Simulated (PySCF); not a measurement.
CAM-B3LYP on Pm (promethium, neutral), [Xe] 4f4 6s2 6p1, one real determinant (an excited configuration). Computed with PySCF 2.14 in x2c-TZVPPall (11s7p7d4f2g, 113 functions), with scalar relativity by spin-free X2C-1e.

```
cycle= 4 E= -10020.2954758271  delta_E= -0.00118  |g|= 0.01  |ddm|= 0.0928
cycle= 5 E= -10020.2966487838  delta_E= -0.00117  |g|= 0.00946  |ddm|=  0.1
cycle= 6 E= -10020.3000267172  delta_E= -0.00338  |g|= 0.0109  |ddm|= 0.521
cycle= 7 E= -10020.2985085783  delta_E= 0.00152  |g|= 0.0101  |ddm|= 0.317
cycle= 8 E= -10020.300076562  delta_E= -0.00157  |g|= 0.00268  |ddm|= 0.275
cycle= 9 E= -10020.3001600515  delta_E= -8.35e-05  |g|= 0.00127  |ddm|= 0.0577
cycle= 10 E= -10020.3001487024  delta_E= 1.13e-05  |g|= 0.00198  |ddm|= 0.0149
cycle= 11 E= -10020.3001681675  delta_E= -1.95e-05  |g|= 0.000847  |ddm|= 0.0218
cycle= 12 E= -10020.3001715567  delta_E= -3.39e-06  |g|= 0.000221  |ddm|= 0.0173
cycle= 13 E= -10020.3001718277  delta_E= -2.71e-07  |g|= 4.09e-05  |ddm|= 0.00314
cycle= 14 E= -10020.3001718324  delta_E= -4.63e-09  |g|= 1.9e-05  |ddm|= 0.000873
cycle= 15 E= -10020.3001718345  delta_E= -2.1e-09  |g|= 4.17e-06  |ddm|= 0.000421
cycle= 16 E= -10020.3001718346  delta_E= -1.2e-10  |g|= 1.27e-07  |ddm|= 7.88e-05
converged SCF energy = -10020.3001718346  <S^2> = 9.3219147  2S+1 = 6.1877022
```

Highest occupied orbital energy: -3.648 eV; ⟨L²⟩ = 38.09; populations by l: s 11.65, p 25.00, d 20.35, f 4.00.

Task: Can this result be used?

Result: Not for this state. The calculation finished and met its thresholds. ⟨L²⟩ = 38.09 against 56 for a pure K term, so this real determinant mixes terms. Spin-orbit coupling, absent here, splits the open shell strongly. ⟨S²⟩ = 9.32 against 8.75 shows spin contamination. The s, p, d and f populations moved away from the nominal configuration during the SCF.
